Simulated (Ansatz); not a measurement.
`CC(C)(C)[O][Ge][F]` + `C=CC(=O)O` → `C=CC(=O)OC` + `CC(C)[O][Ge][F]`  (substitution at a C–C bond)

Computed with Ansatz on PBE0-D4/def2-TZVP structures; ΔE is electronic, products minus reactants. CBS: MP2 limit from def2 TZ/QZ plus the TZ coupled-cluster correction, frozen cores. Functionals use def2-TZVPP. For Ge outer-core shells are correlated without core-valence functions, which leaves a few kJ/mol of doubt a bond. Scalar relativity is left out up to krypton. One conformer a species, not always the lowest.

Q: Is it downhill or uphill in electronic energy at CCSD(T)/CBS, and by how much? (Estimate.)

A: Ansatz gave: Uphill: ΔE = +58.2 kJ/mol.

Q: What do these levels give: ωB97X-V, HF/def2-TZVPP, SCS-MP2/def2-TZVPP, HF/def2-QZVPP, MP2/def2-QZVPP, SCS-MP2/def2-QZVPP? (Best estimate.)

A: Computed: ωB97X-V 51.2, HF/def2-TZVPP 41.2, SCS-MP2/def2-TZVPP 55.7, HF/def2-QZVPP 40.8, MP2/def2-QZVPP 63.3, SCS-MP2/def2-QZVPP 56.8 kJ/mol.

Largest T1 diagnostic among the species: 0.015.

In def2-TZVPP, CCSD(T) changes the Hartree–Fock value by +15.0 kJ/mol (the triples alone add +1.1 kJ/mol) and MP2 by +21.1 kJ/mol. The D4 term adds +6.0 kJ/mol with B3LYP and +3.3 kJ/mol with PBE0; it sums over pairs of atoms, weighted by their polarisabilities, and B3LYP, whose exchange is more repulsive, gets the larger term.

B3LYP here is the variant with VWN-RPA as its local correlation; programs differ in this.
